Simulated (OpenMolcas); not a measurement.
Ions of charge +3 along the 4f row on the Ca site of CsCaF3

- Program: OpenMolcas
- Method: CASSCF
- Spin-orbit coupling: state interaction with AMFI integrals over the reference wave functions

The f shell is active. Each dopant is a cluster with its nearest anions in model potentials and point charges, with no relaxation and no local charge compensation. Distances were set from a Shannon-type radius of the metal (high-spin where two are listed) plus a fixed donor radius (F 1.31 Å), in hosts weighted 0.65 to 0.35 with the host's distance in the model lattice. Ligand basis ANO-RCC-VDZP, DKH2 Hamiltonian. States (labels of O, the rotations of Oh). Energies in cm-1 above the lowest state or level, χT in cm3 K/mol; under a threefold ground state the first gap can be a small split of the lowest multiplet, not the spin-orbit step. Free-ion χT is g² J(J+1) / 8 for Hund's level.

| Ion | Shell | R (Å) | Metal basis | Ground state | First state of that spin | First gap with spin-orbit (degeneracies) | Width of lowest J | χT at 300 K | Free-ion χT |
| --- | --- | --- | --- | --- | --- | --- | --- | --- | --- |
| Ce3+ | 4f1 | 2.3 | ANO-RCC-VDZP | 2A2 | 2T2 679.8 | 1020 (2, 4) | 1020 | 0.386 | 0.804 |
| Pr3+ | 4f2 | 2.287 | ANO-RCC-VDZP | 3T1 | 3T2 754.4 | 397.8 (1, 3) | 1063 | 1.174 | 1.600 |
| Nd3+ | 4f3 | 2.282 | ANO-RCC-VDZP | 4A2 | 4T2 292.9 | 249.7 (4, 2) | 490 | 1.461 | 1.636 |
| Pm3+ | 4f4 | 2.274 | ANO-RCC-VDZP | 5T2 | 5A1 35.3 | 307.6 (3, 1) | 350 | 0.894 | 0.900 |
| Sm3+ | 4f5 | 2.266 | ANO-RCC-VDZP | 6T1 | 6E 222.1 | 202.7 (2, 4) | 203 | 0.304 | 0.089 |
| Eu3+ | 4f6 | 2.259 | ANO-RCC-VDZP | 7T1 | 7A2 639.9 | 361.2 (1, 3) |  | 1.358 | 0 |
| Gd3+ | 4f7 | 2.253 | ANO-RCC-VDZP | 8A1 |  |  |  | 7.851 | 7.875 |
| Tb3+ | 4f8 | 2.244 | ANO-RCC-VDZP | 7A2 | 7T2 394.2 | 44.0 (1, 3) | 481 | 11.467 | 11.812 |
| Dy3+ | 4f9 | 2.236 | ANO-RCC-VDZP | 6T1 | 6T2 361.8 | 40.8 (2, 4) | 486 | 13.762 | 14.167 |
| Ho3+ | 4f10 | 2.229 | ANO-RCC-VDZP | 5A2 | 5T2 119.1 | 13.7 (2, 3) | 318 | 13.712 | 14.062 |
| Er3+ | 4f11 | 2.222 | ANO-RCC-VDZP | 4A1 | 4T2 8.0 | 18.9 (4, 2) | 348 | 11.252 | 11.475 |
| Tm3+ | 4f12 | 2.216 | ANO-RCC-VDZP | 3T1 | 3E 117.5 | 65.0 (1, 3) | 455 | 6.946 | 7.146 |

χT departs most from the free-ion value for Eu3+, by +1.358 cm3 K/mol.

Without dynamic correlation the ligand-field splitting of an f shell can come out too small, at times by half (holds for Pr3+; Nd3+; Pm3+; Sm3+; Eu3+; Tb3+; Dy3+; Ho3+; Er3+; Tm3+). High states are left out of the spin-orbit mixing, which shifts the levels that they would mix with (holds for Nd3+; Pm3+; Sm3+; Eu3+; Tb3+; Dy3+; Ho3+; Er3+). No quartet enters the spin-orbit mixing, so the splitting and order within the octet and the sextets are unsound, and g values and χT are rough (holds for Gd3+). A group larger than the point group allows holds several states that coincide in this model. No measured value stands beside these numbers; the geometry was set by hand and not optimised.
